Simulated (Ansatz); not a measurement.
Reactions of CH4InN (`C=[N][InH2]`).

Calculated with Ansatz (gas phase, PBE0-D4/def2-TZVP geometries, no zero-point term in ΔE). CCSD(T)/CBS is the MP2 limit (def2-TZVPP, def2-QZVPP) plus CCSD(T) − MP2 in def2-TZVPP, frozen cores. This one scheme is used for every species. DFT in def2-TZVPP. Elements past krypton have def2 core potentials. For Ga, In outer-core shells are correlated without core-valence functions, which leaves a few kJ/mol of doubt a bond. Scalar relativity is left out up to krypton. One conformer a species, not always the lowest.

```csv
reaction,HF/CBS(def2) (kJ/mol),RPA@PBE/def2-TZVPP (kJ/mol)
`C=[N][InH2]` + `CCNC` → `CC[N](C)[InH2]` + `C=N`,1,-29
`C=[N][InH2]` + `N=C(O)O` → `N=C(O)[O][InH2]` + `C=N`,-67,-64
`C=[N][InH2]` + `[NH2][GaH][OH]` → `[OH][GaH][NH][InH2]` + `C=N`,-32,-47
`C=[N][InH2]` + `O[SiH3]` → `[SiH3][O][InH2]` + `C=N`,-73,-68
`C=[N][InH2]` + `CNC` → `C[N](C)[InH2]` + `C=N`,-7,-31
```

Question: Give the CCSD(T)/CBS values in the same order. (An estimate is asked.)

Answer: The calculation gave: -31, -67, -44, -70, -31 kJ/mol.

Largest T1 diagnostic: 0.017, for `C[N](C)[InH2]`.
